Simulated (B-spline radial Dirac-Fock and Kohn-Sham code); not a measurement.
Model: the Dirac equation of a negative muon with reduced mass in the field of a spherical finite nucleus, with the Uehling potential to all orders; nuclear polarisation, deformation, hyperfine structure, self-energy, higher-order vacuum polarisation, relativistic recoil and electron screening are left out. Program: a B-spline atomic structure program. The nuclear charge is a Fermi distribution (skin thickness 2.3 fm).

Q: A muonic atom of atomic mass 148.92 u emits these computed lines: 2p3/2 → 1s1/2 4835 keV, 3d5/2 → 2p3/2 1638 keV, 4f7/2 → 3d5/2 586.3 keV, 5g9/2 → 4f7/2 269.9 keV. Which element is it, and what rms charge radius was used?

A: Terbium (Z = 65, nuclide ¹⁴⁹Tb); the high transitions hardly feel the nucleus and fix Z. The 2p → 1s line lies 4786 keV below the value for a point nucleus without QED, which for this nuclear model gives a radius near 4.94 fm (4.9427 fm was used).
